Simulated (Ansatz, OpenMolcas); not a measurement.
# How methods differ on CH6BSb (SMILES C[BH][SbH2])

The species is CH6BSb (9 atoms), meant as a singlet with charge 0. SMILES: `C[BH][SbH2]`. The shape is that of a PBE0-D4/def2-TZVP optimisation. This is one conformer, not always the lowest.

Each level gives the electronic atomisation energy (eV). The values are calculated. Electronic energies at fixed atoms, without zero-point motion or spin-orbit coupling.

| level | kind | program | value (eV) | less CCSD(T)/def2-SVPD |
| --- | --- | --- | --- | --- |
| SVWN5/def2-SVPD (core potential) | LDA | Ansatz | 33.37 | +5.53 |
| BLYP/def2-SVPD (core potential) | GGA | Ansatz | 29.07 | +1.23 |
| PBE/def2-SVPD (core potential) | GGA | Ansatz | 29.61 | +1.77 |
| revPBE/def2-SVPD (core potential) | GGA | OpenMolcas | 28.71 | +0.87 |
| TPSS/def2-SVPD (core potential) | meta-GGA | OpenMolcas | 29.77 | +1.93 |
| r2SCAN/def2-SVPD (core potential) | meta-GGA | Ansatz | 29.42 | +1.58 |
| MP2/def2-SVPD (core potential) | perturbation theory | Ansatz | 27.70 | -0.14 |
| CCSD(T)/def2-SVPD (core potential) | coupled cluster or CI | Ansatz | 27.84 | 0.00 |

Differences are taken from CCSD(T)/def2-SVPD (core potential) for orientation; it has basis-set and higher-order errors of its own. Correlated wave functions underbind in double-zeta sets. The values span 27.70 to 33.37 eV. In the correlated wave-function rows the outer d shell of Sb is correlated, in sets not made for it.
